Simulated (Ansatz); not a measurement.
`[S][Sn]`, relaxed with RKS PBE0-D4/def2-TZVP in Ansatz from a PBE-D4/def2-SVP geometry. The force threshold is 0.005 eV/Å; the program also tests the step.

Total charge 0; spin multiplicity 1. Sn takes the def2 core potential.

Start:

```xyz
2

S    -0.199   -0.800   -0.767
Sn    0.199    0.800    0.767
```

```tsv
step	energy (eV)	largest force (eV/Å)	largest move (Å)
1	-16664.6898	1.047	0.000
2	-16664.7122	0.462	0.034
3	-16664.7165	0.009	0.010
4	-16664.7165	0.000	0.000
```

End:

```xyz
2

S    -0.195   -0.783   -0.751
Sn    0.195    0.783    0.751
```

Run time 7.5 s (2 threads of an AMD EPYC 7R13 on a shared host); peak host memory 0.19 GiB.
